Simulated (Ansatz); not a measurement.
Ansatz (a quantum-chemistry and plane-wave program) input:

Ansatz 0.2 input:
```yaml
crystal:
  periodic: [false, false, false]
  atoms:
    - {symbol: C, position_ang: [-0.52464911, -1.50995337, -1.54678688]}
    - {symbol: Sn, position_ang: [0.00009412, -0.10832992, -0.08948703]}
    - {symbol: C, position_ang: [-0.07377967, 1.95420770, -0.87000801]}
    - {symbol: C, position_ang: [-1.45981238, -0.05784254, 1.56425291]}
    - {symbol: C, position_ang: [1.89787022, 0.02991309, 1.10534447]}
    - {symbol: H, position_ang: [-0.50572531, -2.51758736, -1.10794239]}
    - {symbol: H, position_ang: [0.20958828, -1.47919421, -2.36423302]}
    - {symbol: H, position_ang: [0.11773082, 2.67577583, -0.07184797]}
    - {symbol: H, position_ang: [-1.05802742, 2.15045300, -1.29914662]}
    - {symbol: H, position_ang: [0.67620702, 2.09432731, -1.65206706]}
    - {symbol: H, position_ang: [-2.46160624, 0.11293175, 1.16593018]}
    - {symbol: H, position_ang: [-1.46143028, -1.00879833, 2.10222165]}
    - {symbol: H, position_ang: [-1.21571362, 0.74006596, 2.27005324]}
    - {symbol: H, position_ang: [2.04186544, -0.88346023, 1.68803266]}
    - {symbol: H, position_ang: [2.75418274, 0.15058333, 0.43700434]}
    - {symbol: H, position_ang: [1.86044799, 0.88344973, 1.78953167]}
basis:
  gaussian:
    orbitals: def2-SVPD
total_charge: -1
magnetization: {spin_polarized: false}
correlation: {method: ccsd_t, electrons: outside_noble_gas}
output: {forces: true}
```

Question: Which total energy does the run end on?

Answer: -371.85849 Eh (CCSD(T)/def2-SVPD). The basis has 200 functions.

It need not be the lowest isomer of its formula. Whether it binds its extra electron was not tested at this geometry.
